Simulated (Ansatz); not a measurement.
Species: C$_{3}$H$_{8}$BO (charge 0, doublet). It need not be the lowest isomer of its formula. SMILES: [CH2]OB(C)C
Coordinates optimised at B3LYP-D3(BJ)/def2-TZVP (Ansatz, a first-principles code):
```xyz
13

C      1.9857     0.1765     0.0518
O      0.8674    -0.5453    -0.1655
B     -0.4275    -0.0863    -0.0258
C     -1.5601    -1.1231    -0.3382
C     -0.7119     1.3954     0.4223
H      1.9189     1.2076     0.3635
H      2.9167    -0.3421    -0.1056
H     -1.1821    -2.1020    -0.6344
H     -2.2127    -0.7472    -1.1341
H     -2.2114    -1.2512     0.5335
H     -1.7781     1.6125     0.4887
H     -0.2681     2.1148    -0.2746
H     -0.2668     1.6086     1.4003
```
Charge 0, spin multiplicity 2.

Atomisation energy built up term by term with Ansatz (kcal/mol; UHF references for open shells; valence terms freeze the core; atomic spin-orbit terms are left out). CBS marks a two-point X^-3 extrapolation of the correlation energy; Hartree-Fock from the larger set.

| term | basis | kcal/mol |
|---|---|---|
| Hartree-Fock | cc-pVQZ | 932.71 |
| CCSD correlation | CBS(cc-pVTZ,cc-pVQZ) | 272.63 |
| (T) | CBS(cc-pVTZ,cc-pVQZ) | 16.37 |
| core correlation | cc-pwCVTZ | 5.09 |
| scalar relativity (X2C) | cc-pVTZ-DK against cc-pVTZ | -0.91 |
| sum: De |  | 1225.9 |

(T) makes 1.3 % of the CCSD(T) atomisation energy; under 5 % is typical of single-reference molecules.
